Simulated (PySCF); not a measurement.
EPR parameters of C6H11O2

C₆H₁₁O₂ (doublet state).
Z-matrix (Å and degrees, GFN2-xTB geometry), rows numbered from 1:
```
C 
C   1  1.4632
O   2  1.4138  1  113.60
C   3  1.4047  2  113.46  1   -74.09
C   2  1.5820  1  111.03  3   119.63
C   5  1.5207  2  111.33  1   -60.19
C   5  1.5027  2  105.37  1   177.79
O   7  1.2009  5  124.43  2   -80.30
H   1  1.0720  2  119.76  3   169.15
H   1  1.0723  2  119.98  3   -21.59
H   2  1.1070  1  110.40  3  -123.91
H   4  1.0881  3  106.39  2  -178.79
H   4  1.0957  3  111.59  2    61.69
H   4  1.0972  3  111.01  2   -59.77
H   5  1.0935  2  106.68  1    61.65
H   6  1.0879  5  110.12  2  -174.23
H   6  1.0866  5  109.75  2   -54.17
H   6  1.0871  5  110.38  2    65.73
H   7  1.1047  5  113.98  2    97.06
```

The hyperfine couplings belong to this conformer and change with its torsions.

As a line formula: `[CH2][C@@H](OC)[C@H](C)C=O` [radical].

Method used: UKS B3LYP, pcH-1 on C H O, non-relativistic, mean-field spin-orbit, GIAO in PySCF 2.14.0. The structure is a single GFN2-xTB conformer in the gas phase; no vibrational or solvent corrections. The geometry wasn't refined by DFT: couplings that depend on bond lengths, twists or pyramidal angles can differ widely from those at the functional's own minimum. Stability of the SCF solution: not tested.

| Quantity | Value |
| --- | --- |
| g1, g2, g3 | 2.00225, 2.00284, 2.00291 |
| g_iso | 2.00267 |
| Form of g | close to axial: the two nearest values differ by 11 % of g3 − g1 |
| ⟨S²⟩ | 0.7540 (exact 0.7500) |
| α and β electrons | 32, 31 |
| HOMO–LUMO gap, α and β orbitals | 5.24, 4.71 eV |
| Total energy | -385.64951 Eh |

Isotropic coupling and dipolar principal values T1 to T3, in 10⁻⁴ cm⁻¹ (1 × 10⁻⁴ cm⁻¹ = 2.998 MHz):

```
atom  isotope  a_iso     T1     T2    T3  Mulliken spin population
  C1      13C   30.7  -26.6  -26.4  53.0                      1.06
  C2      13C  -12.0   -0.9   -0.1   1.0                     -0.08
  O3      17O   -1.4   -0.6    0.2   0.4                      0.00
  C4      13C    0.0   -0.5    0.0   0.5                      0.01
  C5      13C   20.3   -2.4   -2.3   4.7                      0.06
  C6      13C    0.8   -0.5    0.0   0.4                      0.00
  C7      13C    1.1   -0.7   -0.4   1.1                      0.00
  O8      17O   -0.4   -2.6    0.9   1.7                      0.02
  H9       1H  -20.4  -12.8   -0.2  13.0                     -0.04
 H10       1H  -20.0  -12.9    0.0  12.9                     -0.04
 H11       1H   24.1   -1.8   -1.4   3.3                      0.03
 H12       1H   -0.1   -0.5   -0.4   0.8                      0.00
 H13       1H    0.9   -1.6   -1.0   2.5                      0.00
 H14       1H    0.0   -0.6   -0.5   1.1                      0.00
 H15       1H   -0.7   -1.8   -0.7   2.5                      0.00
 H16       1H   -0.1   -0.6   -0.3   0.9                      0.00
 H17       1H    0.4   -0.8   -0.5   1.3                      0.00
 H18       1H    0.1   -1.8   -0.9   2.7                      0.00
 H19       1H    2.2   -0.5   -0.3   0.8                      0.00
```

Largest spin populations (Mulliken): C1 (+1.06) and C2 (-0.08). No atom but C1 exceeds +0.15. The angles at C1 add up to 359.1°, so it is planar; its axial dipolar tensor and the negative couplings of its protons fit spin in a p orbital normal to that plane.

Axes: g2 points within 11° of the C1–H9 bond.

Under fast tumbling the dipolar parts average out, and these isotropic splittings remain: 1 × 1H (H11, I = 1/2, 2 lines) with 2.58 mT, 2 × 1H (H9/H10, I = 1/2, 3 lines) with 2.16 mT, 1 × 1H (H19, I = 1/2, 2 lines) with 0.24 mT and 1 × 1H (H15, I = 1/2, 2 lines) with 0.08 mT.

Means are taken over nuclei equivalent by connectivity, which assumes that they swap fast.

The 13C coupling of C1 (91.9 MHz) shows only in satellite lines or after enrichment, since that isotope makes up about 1.07 % of natural carbon.

On one thread of an Arm Neoverse V1, shared host with 32 logical CPUs at a one-minute load of 36, this took 99 s (grids of density and orbitals included) and 0.97 GiB of memory at its peak.
